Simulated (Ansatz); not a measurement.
Relaxation of F$_{2}$H$_{5}$OW (9 atoms, charge 0, multiplicity 2), to a largest force component of 0.03 eV/Å in at most 50 steps.

All numbers below come from UHF/def2-SVP in Ansatz.

```xyz
9
Properties=species:S:1:pos:R:3
W 0.117 -0.111 -0.400
F 0.723 0.204 2.579
O 1.891 -0.424 0.053
H 2.478 -0.759 0.710
H -0.472 1.471 -0.159
H -1.211 -0.304 0.637
H -0.796 -1.435 -0.948
H -0.050 0.267 -2.041
F -0.182 0.140 3.470
```

Question: Where does it end, and by what steps?

Answer: It converged. The force dipped under the threshold on the way, but the program's further checks kept it going. After 41 steps the energy has fallen by 1.785 eV; F2 moved furthest, 2.25 Å. Parted: F2–F9 (1.27 → 2.93 Å).

| step | energy less start (eV) | largest force component (eV/Å) | accepted |
| --- | --- | --- | --- |
| 0 | 0.0000 | 2.755 | yes |
| 2 | -0.1503 | 0.233 | yes |
| 4 | -0.1772 | 1.074 | yes |
| 6 | -0.5693 | 3.009 | yes |
| 8 | -1.4424 | 0.994 | yes |
| 10 | -1.6993 | 0.146 | yes |
| 12 | -1.7216 | 0.127 | yes |
| 14 | -1.7364 | 0.033 | yes |
| 16 | -1.7408 | 0.070 | yes |
| 18 | -1.7473 | 0.317 | yes |
| 20 | -1.7551 | 0.384 | yes |
| 22 | -1.7668 | 0.258 | yes |
| 24 | -1.7750 | 0.074 | yes |
| 26 | -1.7778 | 0.066 | yes |
| 28 | -1.7786 | 0.059 | yes |
| 30 | -1.7792 | 0.133 | yes |
| 32 | -1.7795 | 0.177 | no |
| 34 | -1.7823 | 0.123 | yes |
| 36 | -1.7830 | 0.069 | yes |
| 38 | -1.7836 | 0.054 | yes |
| 40 | -1.7841 | 0.021 | yes |
| 41 | -1.7852 | 0.022 | yes |

```xyz
9
Properties=species:S:1:pos:R:3
W -0.149 -0.118 -0.568
F 2.791 -0.288 3.330
O 1.377 -0.230 0.475
H 1.707 -0.221 1.362
H -0.901 1.403 -0.722
H -1.696 -0.341 0.097
H -0.685 -1.574 -1.268
H 0.150 0.228 -2.202
F -0.098 0.189 3.396
```

Whether the end is a true minimum wasn't checked by a vibrational analysis.

Run time: 4.5 min on 2 threads of Arm Neoverse V1, with other jobs on the host, peak memory 0.3 GiB.
